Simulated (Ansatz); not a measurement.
# Ligand exchange: SiH(CH3)2Br + SiH3(SnH3) → SiH(CH3)2(SiH3) + SnH3Br

Gas-phase species: SiH(CH3)2Br, singlet; SiH3(SnH3), singlet; SiH(CH3)2(SiH3), singlet; SnH3Br `[Br][SnH3]`, singlet. The partners trade Br for SiH3: Si–Br and Sn–SiH3 bonds give way to Si–SiH3 and Sn–Br.

Shapes, held fixed at every level: PBE0-D4/def2-TZVP. Programs: Ansatz 0.2.0. The zero-point and thermal change to 298 K, harmonic and unscaled (PBE0-D4/def2-TZVP), is 0.0 kJ/mol.

Q: Estimate ΔH(298 K) of this reaction.

A: The highest level, CCSD(T)/def2-TZVPP, gives ΔH(298 K) = +33.8 kJ/mol; the levels span +24.9 to +33.8. The column of differences is taken from that level and isn't an error. No measured value is set beside it here. For atoms past krypton def2 sets carry core potentials with scalar relativity. Relativity is left out for Br. Outer-core shells of Br, Sn are correlated, in sets that cover them unevenly.

```
               level                   kind  ΔH(298 K) (kJ/mol)  less CCSD(T)/def2-TZVPP
       HF/def2-TZVPP           Hartree–Fock               +24.9                     -8.9
   PBE-D4/def2-TZVPP                    GGA               +28.0                     -5.8
r2SCAN-D4/def2-TZVPP               meta-GGA               +30.7                     -3.1
 BHLYP-D4/def2-TZVPP          global hybrid               +29.3                     -4.5
  PBE0-D4/def2-TZVPP          global hybrid               +29.6                     -4.2
   B2PLYP/def2-TZVPP          double hybrid               +31.8                     -2.0
        MP2/def2-SVP    perturbation theory               +28.2                     -5.6
  CCSD(T)/def2-TZVPP  coupled cluster or CI               +33.8                      0.0
```
